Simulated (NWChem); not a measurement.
System meant: C$_{2}$H$_{7}$FOSi; SMILES OC[Si@@H](F)C

Here is an NWChem input.

```
start job
memory heap 200 mb stack 900 mb global 1100 mb
geometry units angstroms noautosym nocenter noautoz
  C     -0.977107     1.872809    -0.136525
  Si     0.080038     0.417976     0.359007
  F      1.594880     0.688937    -0.187353
  C     -0.566818    -1.170263    -0.421101
  O      0.130013    -2.269241     0.111758
  H     -1.995646     1.779440     0.272764
  H     -0.546428     2.812114     0.243125
  H     -1.053872     1.955357    -1.232050
  H      0.169591     0.269289     1.838468
  H     -0.453170    -1.078513    -1.522275
  H     -1.661389    -1.221480    -0.230878
  H     -0.167568    -3.068908    -0.332580
end
basis spherical
  * library 6-31g*
end
dft
  xc m06-2x
  iterations 150
end
property
  shielding
end
task dft property
```

End of the output:

```
 Vector   28  Occ=0.000000D+00  E= 1.163520D-01
              MO Center= -8.1D-01,  3.2D-01, -5.4D-01, r^2= 6.1D+00
   Bfn.  Coefficient  Atom+Function         Bfn.  Coefficient  Atom+Function
  ----- ------------  ---------------      ----- ------------  ---------------
     6      1.537033   1 C  s                52      1.317598   4 C  s
    24     -1.236505   2 Si s                86     -0.675969  11 H  s
    76     -0.606806   6 H  s                84     -0.540497  10 H  s
    80     -0.431522   8 H  s                27      0.407329   2 Si pz
    78     -0.384027   7 H  s                88     -0.367778  12 H  s

 center of mass
 --------------
 x =   0.20778805 y =  -0.03265429 z =   0.01225159

 moments of inertia (a.u.)
 ------------------
         701.399892103288           2.967811719412          -6.555776237444
           2.967811719412         306.475178065747          -9.863713574010
          -6.555776237444          -9.863713574010         905.088783420689

     Multipole analysis of the density
     ---------------------------------

     L   x y z        total         alpha         beta         nuclear
     -   - - -        -----         -----         ----         -------
     0   0 0 0     -0.000000    -25.000000    -25.000000     50.000000

     1   1 0 0     -1.125111     -2.020029     -2.020029      2.914948
     1   0 1 0     -0.128325      0.350874      0.350874     -0.830073
     1   0 0 1     -0.422892     -0.140395     -0.140395     -0.142102

     2   2 0 0    -29.583091    -84.763097    -84.763097    139.943103
     2   1 1 0      0.870033      5.921992      5.921992    -10.973951
     2   1 0 1      0.439305     -3.572763     -3.572763      7.584830
     2   0 2 0    -24.126399   -198.148690   -198.148690    372.170981
     2   0 1 1      2.656183     -3.193700     -3.193700      9.043583
     2   0 0 2    -27.665517    -33.310560    -33.310560     38.955602

          -----------------------------------------
          Chemical Shielding Tensors (GIAO, in ppm)
          -----------------------------------------

 ------------------------------------------------------------------------
  xm06: d2 not coded                    0
 ------------------------------------------------------------------------
 ------------------------------------------------------------------------
  current input line :
    27: task dft property
 ------------------------------------------------------------------------
 ------------------------------------------------------------------------
 This error has not yet been assigned to a category
 ------------------------------------------------------------------------
 For more information see the NWChem manual at https://nwchemgit.github.io

0: xm06: d2 not coded:Received an Error in Communication
```

Task: Can this run be used? If not, why, and what is the fix?

Result: The program stopped with an error. Cause: this functional's second derivatives, which shieldings need, aren't coded here; the fix takes a hybrid GGA instead. This input runs:
```
start job
memory heap 200 mb stack 900 mb global 1100 mb
geometry units angstroms noautosym nocenter noautoz
  C     -0.977107     1.872809    -0.136525
  Si     0.080038     0.417976     0.359007
  F      1.594880     0.688937    -0.187353
  C     -0.566818    -1.170263    -0.421101
  O      0.130013    -2.269241     0.111758
  H     -1.995646     1.779440     0.272764
  H     -0.546428     2.812114     0.243125
  H     -1.053872     1.955357    -1.232050
  H      0.169591     0.269289     1.838468
  H     -0.453170    -1.078513    -1.522275
  H     -1.661389    -1.221480    -0.230878
  H     -0.167568    -3.068908    -0.332580
end
basis spherical
  * library 6-31g*
end
dft
  xc pbe0
  iterations 150
end
property
  shielding
end
task dft property
```
It converges to -544.61378 Ha (PBE0/6-31G* (spherical d), GIAO).
